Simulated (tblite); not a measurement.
C₄H₈FSi₃ (doublet state).
SMILES with atom numbers: `[F:1][C@:2]1([C:3]#[C:4][SiH3:5])[CH:6][SiH2:7][SiH2:8]1` (hydrogens: H9, H10, H11 on Si5; H12 on C6; H13, H14 on Si7; H15, H16 on Si8)
Bond orders are those of one Lewis drawing.

Computed with GFN2-xTB (tblite), gas phase: L-BFGS steps from a force-field or distance-geometry start until the largest atomic force falls under 0.01 eV/Å.

Step 39: E = -609.0824 eV
```
atom  x, y, z in Å  |  force x, y, z in eV/Å
F1     -0.5622   -1.7801    1.5731    0.034   0.039  -0.014
C2     -0.5243   -0.5666    0.8254    0.024  -0.084  -0.046
C3      0.8192   -0.1294    0.6470   -0.015   0.027   0.076
C4      1.9334    0.2962    0.4389   -0.003  -0.046  -0.004
Si5     3.6616    0.8555    0.1202   -0.049  -0.013  -0.003
C6     -1.4905    0.4274    1.3230    0.028  -0.030  -0.067
Si7    -3.1220    0.0983    0.4844   -0.004   0.013  -0.045
Si8    -1.5947   -1.1081   -0.8012    0.014   0.000  -0.026
H9      3.6217    2.0290   -0.7592   -0.032   0.005   0.011
H10     4.2968    1.2021    1.3955   -0.005  -0.017  -0.016
H11     4.3713   -0.2394   -0.5479    0.017  -0.003   0.023
H12    -1.1098    1.3529    1.7218   -0.008   0.092   0.018
H13    -3.7631    1.2828   -0.1020   -0.013   0.019   0.007
H14    -4.1561   -0.6469    1.2088   -0.007  -0.025   0.079
H15    -0.9423   -0.5040   -1.9673    0.008   0.020   0.008
H16    -1.4465   -2.5607   -0.9044    0.010   0.002  -0.002
```

Step 40: E = -609.0838 eV
```
atom  x, y, z in Å  |  force x, y, z in eV/Å
F1     -0.5711   -1.7789    1.5787    0.037   0.014  -0.016
C2     -0.5244   -0.5717    0.8243    0.032  -0.031  -0.010
C3      0.8218   -0.1381    0.6522   -0.047   0.021   0.052
C4      1.9346    0.2900    0.4423    0.027  -0.037  -0.001
Si5     3.6613    0.8554    0.1229   -0.076  -0.024  -0.003
C6     -1.4874    0.4300    1.3168    0.033  -0.023  -0.063
Si7    -3.1222    0.0978    0.4852    0.030   0.002  -0.029
Si8    -1.5953   -1.1056   -0.8003    0.028  -0.021  -0.056
H9      3.6141    2.0271   -0.7572   -0.031   0.020   0.004
H10     4.2998    1.2044    1.3950   -0.003  -0.014  -0.004
H11     4.3720   -0.2362   -0.5475    0.027  -0.016   0.017
H12    -1.1028    1.3587    1.7056   -0.014   0.076   0.014
H13    -3.7675    1.2773   -0.0996   -0.033   0.060  -0.012
H14    -4.1510   -0.6480    1.2135   -0.022  -0.040   0.093
H15    -0.9464   -0.4964   -1.9659    0.008   0.021   0.014
H16    -1.4431   -2.5570   -0.9099    0.006  -0.007  -0.001
```

Task: Estimate the geometry and energy of step 41. (The exact step hangs on the optimiser's Hessian estimate; all steps are aligned on step 40, rigid shifts and turns removed.)

Result: E = -609.0851 eV, largest force 0.096 eV/Å
```
atom  x, y, z in Å  |  force x, y, z in eV/Å
F1     -0.5788   -1.7759    1.5854    0.036  -0.023  -0.014
C2     -0.5241   -0.5769    0.8225    0.023   0.036   0.029
C3      0.8241   -0.1455    0.6580   -0.065   0.010   0.019
C4      1.9359    0.2828    0.4452    0.046  -0.026   0.005
Si5     3.6601    0.8548    0.1252   -0.073  -0.027  -0.005
C6     -1.4837    0.4329    1.3091    0.024   0.001  -0.052
Si7    -3.1222    0.0975    0.4845    0.044  -0.012  -0.002
Si8    -1.5951   -1.1037   -0.8006    0.035  -0.035  -0.066
H9      3.6061    2.0255   -0.7552   -0.032   0.028   0.000
H10     4.3025    1.2060    1.3943   -0.005  -0.012   0.005
H11     4.3737   -0.2334   -0.5467    0.031  -0.025   0.012
H12    -1.0971    1.3643    1.6926   -0.021   0.039  -0.003
H13    -3.7732    1.2727   -0.0983   -0.044   0.082  -0.023
H14    -4.1450   -0.6498    1.2206   -0.016  -0.038   0.087
H15    -0.9501   -0.4884   -1.9646    0.014   0.023   0.009
H16    -1.4406   -2.5538   -0.9159    0.003  -0.021  -0.002
```

The energy changes by -0.0014 eV. The first-order estimate −F·Δx gives -0.0019 eV and the mean of the old and new forces, exact on a quadratic surface, -0.0014 eV. The step makes an angle of 75° with the force vector and moves no atom by more than 0.015 Å.

The cost below is that of the whole relaxation. On one thread of an Arm Neoverse V2, shared host, this took 0.78 s.
